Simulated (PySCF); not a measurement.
H₃Al, charge -1, doublet, geometry from GFN2-xTB (such geometries of metal compounds can be far from the true shape) (a state made from the parent by changing its charge; the spin is typed, not shown lowest) (in this run its highest filled SCF level lies above zero, so its values depend strongly on the basis, on diffuse functions most of all); PySCF with SVWN5/cc-pVTZ.

Here is a job for PySCF.
```python
from pyscf import gto, scf, dft

mol = gto.M(
    atom='''
Al   -0.129721   -0.014469    0.058364
H     1.191334   -0.376228    1.036755
H     0.289656    1.517910   -0.497727
H     0.205379   -0.953579   -1.297764
''',
    basis='cc-pvtz',
    charge=-1,
    spin=1,
    verbose=4,
)

mf = dft.UKS(mol)
mf.xc = 'lda,vwn'
mf.grids.radi_method = dft.radi.delley
mf.kernel()
```

What the program printed (banner, timings and long lists left out):

```
PySCF version 2.14.0

[INPUT] verbose = 4
[INPUT] num. atoms = 4
[INPUT] num. electrons = 17
[INPUT] charge = -1
[INPUT] spin (= nelec alpha-beta = 2S) = 1
[INPUT] symmetry False subgroup None
[INPUT] Mole.unit = angstrom
[INPUT] Symbol           X                Y                Z      unit          X                Y                Z       unit  Magmom
[INPUT]  1 Al    -0.129721000000  -0.014469000000   0.058364000000 AA   -0.245137162605  -0.027342447296   0.110291975534 Bohr   0.0
[INPUT]  2 H      1.191334000000  -0.376228000000   1.036755000000 AA    2.251294982883  -0.710967880393   1.959183008273 Bohr   0.0
[INPUT]  3 H      0.289656000000   1.517910000000  -0.497727000000 AA    0.547370510337   2.868434181739  -0.940567714801 Bohr   0.0
[INPUT]  4 H      0.205379000000  -0.953579000000  -1.297764000000 AA    0.388110061737  -1.802003148137  -2.452418534320 Bohr   0.0

nuclear repulsion = 12.8716092233542
number of shells = 27
number of NR pGTOs = 107
number of NR cGTOs = 76
basis = cc-pvtz
ecp = {}

******** <class 'pyscf.dft.uks.UKS'> ********
method = UKS
initial guess = minao
damping factor = 0
level_shift factor = 0
DIIS = <class 'pyscf.scf.diis.CDIIS'>
diis_start_cycle = 1
diis_space = 8
diis_damp = 0
SCF conv_tol = 1e-09
SCF conv_tol_grad = None
SCF max_cycles = 50
direct_scf = True
direct_scf_tol = 1e-13
number electrons alpha = 9  beta = 8
XC library pyscf.dft.libxc version 7.1.2
    S. Lehtola, C. Steigemann, M. J. T. Oliveira, and M. A. L. Marques,  SoftwareX 7, 1–5 (2018)
XC functionals = lda,vwn
    P. A. M. Dirac,  Math. Proc. Cambridge Philos. Soc. 26, 376 (1930)
    F. Bloch,  Z. Phys. 57, 545 (1929)
    S. H. Vosko, L. Wilk, and M. Nusair,  Can. J. Phys. 58, 1200 (1980)
radial grids: B. Delley radial grids. Ref. JCP 104, 9848 (1996); DOI:10.1063/1.471749. log2 algorithm
becke partition: Becke, JCP 88, 2547 (1988); DOI:10.1063/1.454033
pruning grids: <function nwchem_prune>
grids dens level: 3
symmetrized grids: False
atomic radii adjust function: <function treutler_atomic_radii_adjust>
small_rho_cutoff = 0
Set gradient conv threshold to 3.16228e-05
tot grids = 51544
init E= -242.836447117094

cycle= 1 E= -243.077566423343  delta_E= -0.241  |g|= 0.172  |ddm|= 0.902
cycle= 2 E= -243.087638402941  delta_E= -0.0101  |g|= 0.142  |ddm|= 0.524
cycle= 3 E= -243.111926321787  delta_E= -0.0243  |g|= 0.022  |ddm|= 0.223
cycle= 4 E= -243.112346040915  delta_E= -0.00042  |g|= 0.00413  |ddm|= 0.0311
cycle= 5 E= -243.112360391489  delta_E= -1.44e-05  |g|= 0.00235  |ddm|= 0.00914
cycle= 6 E= -243.112364484079  delta_E= -4.09e-06  |g|= 6.68e-05  |ddm|= 0.0027
cycle= 7 E= -243.112364492008  delta_E= -7.93e-09  |g|= 1.69e-05  |ddm|= 0.000172
cycle= 8 E= -243.112364492448  delta_E= -4.39e-10  |g|= 4.34e-06  |ddm|= 3.34e-05
Extra cycle  E= -243.112364492469  delta_E= -2.13e-11  |g|= 2.44e-06  |ddm|= 1.09e-05
converged SCF energy = -243.112364492469  <S^2> = 0.75136002  2S+1 = 2.0013596
```
